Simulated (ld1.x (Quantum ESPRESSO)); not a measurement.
An all-electron radial function and its pseudo partner (boron)

Columns: radius, all-electron u(r) and pseudo u(r) of the 2s shell (level -19.51 eV) of boron in the configuration [He] 2s2 2p0; PBE, scalar-relativistic, RRKJ scheme, ld1.x (Quantum ESPRESSO) 7.5.

| r (bohr) | all-electron | pseudo |
| --- | --- | --- |
| 0.143 | 0.3320 | -0.0387 |
| 0.285 | 0.2556 | -0.0931 |
| 0.428 | 0.0486 | -0.1740 |
| 0.570 | -0.1746 | -0.2807 |
| 0.713 | -0.3727 | -0.4055 |
| 0.855 | -0.5291 | -0.5313 |
| 0.998 | -0.6458 | -0.6432 |
| 1.140 | -0.7230 | -0.7267 |
| 1.283 | -0.7666 | -0.7770 |
| 1.425 | -0.7818 | -0.7943 |
| 1.568 | -0.7748 | -0.7851 |
| 1.710 | -0.7513 | -0.7574 |
| 1.853 | -0.7159 | -0.7182 |
| 1.995 | -0.6730 | -0.6734 |
| 2.138 | -0.6253 | -0.6253 |
| 2.280 | -0.5759 | -0.5759 |
| 2.423 | -0.5260 | -0.5260 |
| 2.565 | -0.4777 | -0.4777 |
| 2.708 | -0.4312 | -0.4312 |
| 2.850 | -0.3877 | -0.3877 |
| 2.992 | -0.3472 | -0.3472 |
| 3.135 | -0.3096 | -0.3096 |
| 3.278 | -0.2751 | -0.2751 |
| 3.420 | -0.2440 | -0.2440 |
| 3.563 | -0.2157 | -0.2157 |
| 3.705 | -0.1903 | -0.1903 |

Task: How many radial nodes do the two functions have?

Result: The all-electron 2s function has n − l − 1 = 1; the pseudo-wave has 0, since the states of the same l below it are removed with the core.

Task: At about which radius was the pseudo-wave matched?

Result: 2.14 bohr. The columns agree to 0.0005 from 2.00 bohr on; several derivatives are matched, so the curves merge somewhat inside the radius.

Task: Where does each function peak?

Result: Outermost all-electron maximum near 1.43 bohr, pseudo maximum near 1.43 bohr (to the table’s step).

Task: Is the pseudo-wave norm-conserving?

Result: Yes: the RRKJ scheme keeps the norm inside the radius equal to the all-electron one, which fixes the energy derivative of the logarithmic derivative at the level.
